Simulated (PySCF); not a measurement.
B2H4NO, BH5NSi, B2H3 (calculated)

Calculation on a computer-drawn molecule: the log of a Hartree-Fock and frozen-core CCSD(T) single point meant for a local Hartree-Fock minimum, with one planted fault or none, to be diagnosed. Offsets are logged minus clean, where the clean run is the same molecule without the fault. The reference is restricted for singlets and unrestricted otherwise, and also for a bond in bohr or an excited solution. Adding or removing an electron swaps singlet and doublet. The excited solution moves the top pair (singlet) or top alpha electron (doublet) to the lowest empty orbital. Highest occupied and lowest empty are orbital energies over both spins, largest force is the largest gradient component, triples share is (T) over the correlation energy, the T1 limit is 0.02 restricted and 0.045 unrestricted, electrons count all cores, a negative frequency is imaginary (commonest isotopes), and the dipole is about the centre of nuclear charge. Program: PySCF 2.14.0.

Common to all runs: logged SCF converged yes; possible faults no fault, one electron removed, one electron added, multiplicity raised by two, geometry at a saddle point, SCF held on an excited solution, minimal basis STO-3G, one bond length entered in bohr, all coordinates scaled.

(1) 
```xyz
8
formula=B2H4NO meant_charge=-1 meant_multiplicity=1 meant_basis=aug-cc-pVDZ logged_electrons=29 logged_basis_functions=128 logged_spin_squared=0.7964 logged_highest_occupied=-11.917 logged_lowest_empty=-1.8787 logged_largest_force=0.079898 logged_T1_diagnostic=0.043888 logged_D1_diagnostic=0.25597 logged_triples_share=0.036612 logged_CC_converged=yes logged_dipole_magnitude=3.73 logged_SCF_stable_within_its_kind=yes logged_energy_HF=-181.02062 logged_energy_CCSD(T)=-181.61859 planted_fault=one_electron_removed HF_energy_offset_from_clean_run=79.06 CCSD(T)_energy_offset_from_clean_run=93.36
B      1.4810    -2.1427    -2.5324
N      2.2462    -2.5693    -1.1929
B      1.8248    -3.4316    -0.2376
O      1.4714    -4.2039     0.6401
H      1.2855    -0.9150    -2.5267
H      0.4031    -2.7470    -2.5619
H      2.1717    -2.4468    -3.5203
H      3.1421    -2.1539    -1.0429
```

Units: logged_highest_occupied, logged_lowest_empty in eV; logged_largest_force in hartree/bohr; logged_dipole_magnitude in debye; logged_energy_HF, logged_energy_CCSD(T) in hartree; HF_energy_offset_from_clean_run, CCSD(T)_energy_offset_from_clean_run in kcal/mol.

Drawn bonds:
| atom | other atom | order |
| --- | --- | --- |
| 1 | 2 | 1 |
| 2 | 3 | 1 |
| 3 | 4 | 2 |
| 1 | 5 | 1 |
| 1 | 6 | 1 |
| 1 | 7 | 1 |
| 2 | 8 | 1 |

(2) 
```xyz
8
formula=BH5NSi meant_charge=-1 meant_multiplicity=1 meant_basis=aug-cc-pV(D+d)Z logged_electrons=32 logged_basis_functions=123 logged_spin_squared=0 logged_highest_occupied=-5.0288 logged_lowest_empty=3.8721 logged_largest_force=1.597e-05 logged_lowest_frequency=132.86 logged_T1_diagnostic=0.017157 logged_D1_diagnostic=0.050973 logged_triples_share=0.038092 logged_CC_converged=yes logged_dipole_magnitude=3.6332 logged_SCF_stable_within_its_kind=yes logged_energy_HF=-370.96896 logged_energy_CCSD(T)=-371.43785 planted_fault=no_fault HF_energy_offset_from_clean_run=0 CCSD(T)_energy_offset_from_clean_run=0
B      0.4986     2.8734    -0.2226
Si     1.9549     1.4950     0.0279
N      2.8990     0.6635    -0.9943
H      0.2856     3.1221    -1.4032
H     -0.4915     2.3954     0.3457
H      0.8903     3.8654     0.4056
H      2.2302     1.1626     1.4917
H      3.5546     0.0284    -0.5721
```

Units: logged_highest_occupied, logged_lowest_empty in eV; logged_largest_force in hartree/bohr; logged_lowest_frequency in cm⁻¹; logged_dipole_magnitude in debye; logged_energy_HF, logged_energy_CCSD(T) in hartree; HF_energy_offset_from_clean_run, CCSD(T)_energy_offset_from_clean_run in kcal/mol.

Drawn bonds:
| atom | other atom | order |
| --- | --- | --- |
| 1 | 2 | 1 |
| 2 | 3 | 2 |
| 1 | 4 | 1 |
| 1 | 5 | 1 |
| 1 | 6 | 1 |
| 2 | 7 | 1 |
| 3 | 8 | 1 |

(3) 
```xyz
5
formula=B2H3 meant_charge=0 meant_multiplicity=2 meant_basis=cc-pVDZ logged_electrons=13 logged_basis_functions=43 logged_spin_squared=0.7629 logged_highest_occupied=-7.3172 logged_lowest_empty=-0.057072 logged_largest_force=0.050669 logged_dipole_magnitude=0.010732 logged_SCF_stable_within_its_kind=no logged_energy_HF=-50.96597 planted_fault=SCF_held_on_an_excited_solution HF_energy_offset_from_clean_run=35.09
B     -0.0584    -0.6571     0.6060
B     -0.3229     0.3559     1.8146
H      0.1372    -1.4049    -0.2895
H     -1.4236     0.4655     2.2843
H      0.5774     1.0145     2.2618
```

Units: logged_highest_occupied, logged_lowest_empty in eV; logged_largest_force in hartree/bohr; logged_dipole_magnitude in debye; logged_energy_HF in hartree; HF_energy_offset_from_clean_run in kcal/mol.

Drawn bonds:
| atom | other atom | order |
| --- | --- | --- |
| 1 | 2 | 1 |
| 1 | 3 | 1 |
| 2 | 4 | 1 |
| 2 | 5 | 1 |

Notes: coupled-cluster numbers left out as unreliable.
